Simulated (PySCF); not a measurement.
Ligand-field analysis of [Cr(H2O)6]3+

[Cr(H2O)6]3+: Cr(III) (d3), charge +3. The structure is a PBE0-D3(BJ)/def2-SVP, IEF-PCM water geometry optimised for multiplicity 4; coordination octahedral, point group C1, metal–donor distances 1.95 Å.

```
19

Cr    0.000    0.000    0.000
O    -0.005    1.951    0.004
H     0.028    2.503    0.802
H     0.015    2.507   -0.791
O    -0.002   -1.950    0.000
H    -0.003   -2.506    0.796
H    -0.004   -2.504   -0.798
O     0.002    0.003    1.950
H     0.798   -0.039    2.504
H    -0.795   -0.010    2.505
O    -0.001   -0.001   -1.950
H     0.794    0.008   -2.506
H    -0.800    0.006   -2.502
O     1.950    0.001    0.001
H     2.504    0.799   -0.015
H     2.505   -0.795   -0.027
O    -1.951    0.005   -0.002
H    -2.503    0.803   -0.003
H    -2.509   -0.790    0.004
```

Method (PySCF 2.14, density fitting): CASSCF(3,5) with orbitals averaged over all microstates of the shell, strongly contracted NEVPT2 on the averaged canonical orbitals; basis x2c-TZVPall on the metal, x2c-SVPall elsewhere; spin-free X2C; IEF-PCM water; spin-orbit coupling by state interaction with the mean-field operator over all roots.

## Spin-free states

```
2S+1  deg.  cubic parent  free-ion term  CASSCF / cm⁻¹  NEVPT2 / cm⁻¹    f(ED)
   4     1     4A2g 1.00        4F 1.00              0              0        –
   2     1      2Eg 1.00        2G 0.65          19215          17435        –
   2     1      2Eg 1.00        2G 0.65          19216          17435        –
   2     1     2T1g 1.00        2G 0.44          20233          18501        –
   2     1     2T1g 1.00        2G 0.44          20234          18502        –
   2     1     2T1g 1.00        2G 0.44          20234          18503        –
   4     1     4T2g 1.00        4F 1.00          16511          18896  1.4e-08
   4     1     4T2g 1.00        4F 1.00          16520          18906  2.2e-08
   4     1     4T2g 1.00        4F 1.00          16536          18926  1.7e-08
   2     1     2T2g 1.00        2D 0.47          27892          25776        –
   2     1     2T2g 1.00        2D 0.47          27891          25777        –
   2     1     2T2g 1.00        2D 0.47          27893          25777        –
   4     1     4T1g 1.00        4F 0.70          25419          27417  3.8e-09
   4     1     4T1g 1.00        4F 0.70          25437          27441  2.9e-09
   4     1     4T1g 1.00        4F 0.70          25448          27448  1.8e-09
   2     1     2A1g 1.00        2G 1.00          32472          33260        –
   2     1     2T2g 1.00        2G 0.56          35392          36160        –
   2     1     2T2g 1.00        2G 0.56          35397          36165        –
   2     1     2T2g 1.00        2G 0.57          35408          36181        –
   2     1     2T1g 1.00        2H 0.54          36406          36934        –
   2     1     2T1g 1.00        2H 0.54          36412          36943        –
   2     1     2T1g 1.00        2H 0.54          36423          36957        –
   2     1      2Eg 1.00        2D 0.50          38673          38430        –
   2     1      2Eg 1.00        2D 0.50          38677          38434        –
   4     1     4T1g 1.00        4P 0.70          39790          41614  1.9e-09
   4     1     4T1g 1.00        4P 0.70          39806          41632  2.3e-09
   4     1     4T1g 1.00        4P 0.70          39823          41664  3.0e-10
   2     1     2T1g 1.00        2P 0.41          42700          42697        –
   2     1     2T1g 1.00        2P 0.41          42711          42712        –
   2     1     2T1g 1.00        2P 0.41          42718          42721        –
   2     1     2T2g 1.00        2D 0.50          50316          49257        –
   2     1     2T2g 1.00        2D 0.50          50324          49270        –
   2     1     2T2g 1.00        2D 0.50          50342          49280        –
   2     1     2A2g 1.00        2F 1.00          53448          50551        –
   2     1     2T1g 1.00        2H 0.71          52252          55215        –
   2     1     2T1g 1.00        2H 0.71          52258          55222        –
   2     1     2T1g 1.00        2H 0.70          52275          55245        –
   2     1     2T2g 1.00        2F 0.53          56114          55662        –
   2     1     2T2g 1.00        2F 0.53          56128          55679        –
   2     1     2T2g 1.00        2F 0.53          56137          55694        –
   2     1      2Eg 1.00        2D 0.49          60933          60896        –
   2     1      2Eg 1.00        2D 0.49          60935          60906        –
   2     1     2T1g 1.00        2F 0.77          63598          63210        –
   2     1     2T1g 1.00        2F 0.77          63599          63211        –
   2     1     2T1g 1.00        2F 0.77          63602          63216        –
```

Only the lowest 45 spin-free levels are listed. Energies are counted from the ground state at NEVPT2 level. Weights follow the labels. f(ED) is the electric-dipole oscillator strength from the ground state at the fixed geometry, without vibronic coupling; occupations, where given, run over the ligand-field orbitals from the lowest.

## Spin-orbit levels

```tsv
E / cm⁻¹	deg.	make-up	g (S′ = 1/2)
0.0	4	1.00 4A2g	–
17370.0	2	0.75 2Eg + 0.21 2Eg	0.87 1.11 1.92
17371.9	2	0.75 2Eg + 0.21 2Eg	1.00 1.17 1.82
18426.1	2	0.59 2T1g + 0.22 2T1g + 0.13 2T1g	0.95 1.31 3.58
18427.2	2	0.48 2T1g + 0.41 2T1g + 0.05 2T1g	0.85 1.31 3.60
18496.5	2	0.30 2T1g + 0.28 2T1g + 0.28 2T1g	0.21 0.23 0.27
18807.4	2	0.37 4T2g + 0.34 4T2g + 0.29 4T2g	2.78 2.89 3.17
18874.0	2	0.57 4T2g + 0.32 4T2g + 0.09 4T2g	1.09 1.57 4.20
18887.5	2	0.51 4T2g + 0.35 4T2g + 0.12 4T2g	1.03 1.48 4.27
19047.3	2	0.46 4T2g + 0.43 4T2g + 0.03 2T1g	0.37 0.49 6.47
```

Only the lowest levels are listed: 22 of 120 states.

## Magnetism

The ground multiplet follows a spin Hamiltonian with S = 3/2, g = 1.970, 1.970, 1.970, D = 0 (spin-orbit part alone); the lowest levels hold 100 % of the spin-free ground state. μeff is 3.84 μB at 300 K and 3.82 μB at 10 K; the spin-only value is 3.88 μB.

```tsv
T / K	χT / cm³ K mol⁻¹	μeff / μB
2	1.821	3.82
5	1.821	3.82
10	1.821	3.82
20	1.822	3.82
30	1.823	3.82
50	1.825	3.82
75	1.827	3.82
100	1.829	3.82
150	1.833	3.83
200	1.837	3.83
250	1.841	3.84
300	1.845	3.84
```

Powder magnetisation at 2 K: 0.79 μB at 0.5 T, 1.46 μB at 1 T, 2.28 μB at 2 T, 2.65 μB at 3 T, 2.88 μB at 5 T, 2.94 μB at 7 T.

NEVPT2 lifts 4T2g-like from 16520 to 18906 cm⁻¹; on the d shell alone it tends to overshoot states that fill the eg-type orbitals. NEVPT2 on the d shell alone tends to put d–d bands too high for such charged or covalently bound ions.

The job took 28 s on one thread of Arm Neoverse V1 (shared host), with 192 basis functions and a peak of 0.86 GiB, launched as `OMP_NUM_THREADS=1 python lf_run.py task.json out`.
